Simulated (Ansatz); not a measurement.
`N[SiH]1CN1` and `BN[SiH]1CN1` differ in one atom or group.

Ansatz, PBE0-D4/def2-TZVP geometries, multiplicity 1. Each molecule was computed in one conformer, which needn't be the lowest.

```json
{"property": "HOMO energy (PBE/def2-TZVPP) / eV", "`N[SiH]1CN1`": "-5.16"}
{"property": "HOMO–LUMO gap (PBE0/def2-TZVPP) / eV", "`N[SiH]1CN1`": "7.36"}
{"property": "HOMO–LUMO gap (B3LYP/def2-TZVPP) / eV", "`N[SiH]1CN1`": "6.80"}
{"property": "size of the dipole moment (PBE/def2-TZVPP) / D", "`N[SiH]1CN1`": "1.13"}
{"property": "HOMO–LUMO gap (ωB97M-V/def2-TZVPP) / eV", "`N[SiH]1CN1`": "11.07"}
{"property": "HOMO–LUMO gap (PBE/def2-TZVPP) / eV", "`N[SiH]1CN1`": "5.24"}
```

(1) What does the change do to each property? (Estimate.)

Answers

(1) Computed: 
```tsv
property	`BN[SiH]1CN1`	shift
HOMO energy (PBE/def2-TZVPP) / eV	-5.62	-0.46
HOMO–LUMO gap (PBE0/def2-TZVPP) / eV	6.56	-0.80
HOMO–LUMO gap (B3LYP/def2-TZVPP) / eV	6.10	-0.70
size of the dipole moment (PBE/def2-TZVPP) / D	1.26	0.13
HOMO–LUMO gap (ωB97M-V/def2-TZVPP) / eV	10.70	-0.37
HOMO–LUMO gap (PBE/def2-TZVPP) / eV	4.34	-0.90
```

With PBE0 the HOMO falls by 0.43 eV and the LUMO falls by 1.23 eV, so the gap narrows by about 0.80 eV. PBE moves the HOMO by -0.46 eV and ωB97M-V by -0.43 eV. Dipoles are sizes alone; their direction can turn.

B3LYP here is the variant with VWN-RPA as its local correlation; programs differ in this.
